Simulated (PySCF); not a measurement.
Electron correlation in Cr⁺ (chromium, charge +1)

Starting occupation: [Ar] 3d5, 3d3/2 with m_j = -3/2, -1/2, +1/2, +3/2, 3d5/2 with m_j = +5/2. Calculation: PySCF 2.14, in x2c-SVPall-2c (5s5p3d1f, 42 functions); X2C-1e with screened-nucleus spin-orbit coupling, Gaussian nucleus. Frozen: [Ne]; 13 electrons correlated; the 6 highest virtual spinors left out.

MP2 pair energies summed by pair of shells (mhartree):

```tsv
pair	energy	share (%)
3d-3p	-88.30	40.2
3p-3p	-61.82	28.2
3d-3d	-49.66	22.6
3p-3s	-10.74	4.9
3d-3s	-6.88	3.1
3s-3s	-2.08	0.9
```

Total MP2 correlation energy: -219.47 mhartree.

The GHF reference relaxed away from the jj start to a determinant that is no pure jj level (⟨S²⟩ = 8.75, ⟨J²⟩ = 8.75); the energies belong to that determinant.

This basis was not built for core-valence correlation, so the inner-shell part is incomplete.
